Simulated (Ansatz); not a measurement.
The molecule YC, multiplicity 4 (lowest of 2S+1 = 2, 4, 6 at CCSD(T)/def2-TZVPP on PBE0 minima; our sources give no spin for the ground state, which may be another). No spin–orbit coupling. The T1 diagnostic near the minimum is 0.050, so single-reference values are doubtful.

Constants: fifth-degree fit in 1/R to seven points, most abundant isotopes. In def2 and cc sets the state is the lowest found near the PBE0 minimum, followed along R.

Run with Ansatz (a quantum-chemistry and plane-wave program) with Gaussian orbitals. Each number belongs to the level named beside it. In def2 rows elements past Kr take small-core potentials, without spin–orbit coupling.

Energies at PBE0/def2-TZVPP:

```csv
R (Å),E (hartree)
1.858798,-76.13927938
1.908766,-76.14485214
1.954736,-76.14759389
2.006702,-76.14836841
2.058669,-76.14708578
2.118630,-76.14354253
2.188585,-76.13726406
```

### Question
With a reduced mass of 10.5729 u, find the minimum, the force constant and the constants.

### Answer
A fifth-degree polynomial in 1/R puts the minimum at r_e = 1.9987 Å with force constant 342 N/m. Then ω_e = (1/2πc)√(k/μ) = 741 cm⁻¹ and B_e = h/(8π²cμr_e²) = 0.3991 cm⁻¹; the cubic and quartic terms give α_e = 0.0019 and ω_e x_e = 2.9 cm⁻¹.
